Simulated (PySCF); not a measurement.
ZnHCl, SMILES [ZnH][Cl].

Geometry optimised at PBE-D3(BJ)/def2-TZVP.

Method: C-PCM-B3LYP/def2-TZVPD (PySCF).

The values are the electrostatic part of the solvation free energy, E(continuum) − E(gas) at the gas-phase geometry, in a cavity of scaled van der Waals radii (PySCF's table); cavitation and dispersion terms are not included. A continuum can't describe solvent molecules that bind to the metal. In vacuum the orbital gap is 7.66 eV. The dipole moment in vacuum is 1.81 D.

| solvent | ε | ΔG(elec) (kcal/mol) | dipole (D) | gap (eV) |
|---|---|---|---|---|
| water | 78.36 | -14.2 | 2.56 | 8.07 |
| acetone | 20.49 | -13.6 | 2.52 | 8.09 |
| toluene | 2.37 | -7.5 | 2.21 | 7.95 |
